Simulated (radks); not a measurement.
The numbers below are computed, except where a source is named.
Question: The table gives one normalised radial function P(r) = r R(r) (large component) of Sb in [Kr] 4d10 5s2 5p3 (r in bohr). Code: a radial shooting solver on a logarithmic mesh with Libxc functionals. Model: Dirac Kohn-Sham, LDA (Slater exchange, Perdew-Wang correlation), spin-unpolarised, spherical densities, point nucleus; open shells fill j = l - 1/2 first.

r	P
0.00588	0.0212
0.008097	0.0375
0.01124	0.0658
0.01548	0.1106
0.02149	0.1799
0.02959	0.2719
0.04108	0.3779
0.05657	0.4522
0.07853	0.4197
0.1082	0.1984
0.1501	-0.2217
0.2068	-0.6159
0.287	-0.6179
0.3953	-0.0254
0.5487	0.8343
0.7556	1.2385
1.049	0.9654
1.445	0.4561
2.005	0.1228
2.762	0.0181
3.834	0.0011
5.279	0.0000
7.329	0.0000
10.09	0.0000
14.01	0.0000
19.29	0.0000
26.78	0.0000

Which n and l does it have? It may be an empty orbital.

Answer: n = 4, l = 1: the number of nodes gives n - l - 1 = 2, the rise at small r points to l (this Dirac orbital starts as r^gamma with gamma = sqrt((l + 1)^2 - (Z/c)^2) = 1.97; the j = 3/2 orbital of l + 1 starts with the same power, but with a smaller coefficient, and then steepens), and the extent must fit the shell. The curve is that of 4p3/2; the two j differ most near the nucleus, where j = l - 1/2 has the larger amplitude, and in heavy atoms j = l - 1/2 is also the more compact. 4p3/2: eigenvalue -98.593 eV, 2 radial nodes at r = 0.128, 0.399 bohr, <r> = 0.862 bohr, 90 % of the charge inside 1.27 bohr.
